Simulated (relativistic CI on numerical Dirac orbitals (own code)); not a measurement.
Method of calculation: Dirac-Coulomb-Breit CI, separate exchange-only KLI orbitals for each configuration, a model potential for QED, unscaled Slater integrals (own radial code, finite nucleus).

The strongest absorption lines from the ground level of an ion, among the configurations computed and to levels below about 6410 eV (vacuum wavelength in nm, gf): 0.21308 (0.69), 0.26101 (1.8), 0.26107 (2.2), 0.26130 (0.85), 0.26232 (0.76), 0.27671 (1.6), 0.27778 (1.4), 0.27821 (2.6).

Problem. Which ion is it?
A. Pm52+
B. La48+
C. In40+
D. I44+

Solution. D. I44+ has 9 electrons and the ground level 2s2.2p5 2P°_3/2; the strongest line goes to 2s2.2p4.3d 2D_5/2. The pattern of lines fixes the number of electrons, and along that sequence the line energies rise steadily with the charge (about as its square where n changes within one kind of shell, about linearly where n is kept but much faster in heavy ions where fine structure, which grows about as Z⁴, sets the gap, and irregularly where shells cross), which fixes Z. Configurations outside the model, such as inner-shell arrays, can give stronger lines. At this charge energies of transitions that change n are usually good to better than 1 %, and those within a shell (Δn = 0) to a few per cent.

LS names give the leading component of a level, which can be under half, so a name can repeat, a term be missing and a line seem to break the LS rules.
